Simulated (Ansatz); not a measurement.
Ti4Si. Total charge 0; triplet. Geometry PBE-D4/def2-SVP; atoms count from 1.

```xyz
5

Ti    0.3968    1.8344    0.5501
Ti    1.4359   -0.3411   -0.1502
Ti   -0.7594   -0.0657    1.2645
Ti   -0.5545    0.4357   -1.3052
Si   -0.5188   -1.8633   -0.3592
```

The charge 0 triplet is spin-contaminated (final ⟨S²⟩ up to 3.56, 2.00 for a pure state). At PBE0-D4/def2-TZVP a broken-symmetry singlet of charge 0 lies 0.07 eV below the triplet, each at its own geometry. The structure comes from a short search, and lower isomers may exist.

Problem. Estimate the Mulliken populations from the PBE0/def2-TZVP orbitals of Ansatz.

Solution. 
| atom | charge (e) | spin (α − β) | d electrons |
| --- | --- | --- | --- |
| Ti1 | -0.08 | -0.72 | 2.79 |
| Ti2 | 0.19 | 2.00 | 2.80 |
| Ti3 | 0.16 | -1.03 | 2.78 |
| Ti4 | 0.19 | 2.00 | 2.80 |
| Si5 | -0.44 | -0.24 | – |
Mulliken values depend strongly on the basis.

Problem. Where does the spin sit?

Solution. Summed by element: Ti 2.24, Si -0.24, of 2 unpaired in all. Largest on single atoms: Ti2 2.00, Ti4 2.00, Ti3 -1.03.

Problem. And the Mayer bond orders between heavy atoms (over 0.3)?

Solution. Ti1–Ti2 1.20 (2.51 Å); Ti1–Ti3 1.80 (2.34 Å); Ti1–Ti4 1.20 (2.51 Å); Ti2–Ti3 0.83 (2.63 Å); Ti2–Ti4 1.24 (2.43 Å); Ti2–Si5 0.99 (2.49 Å); Ti3–Ti4 0.83 (2.63 Å); Ti3–Si5 1.22 (2.43 Å); Ti4–Si5 0.99 (2.49 Å).
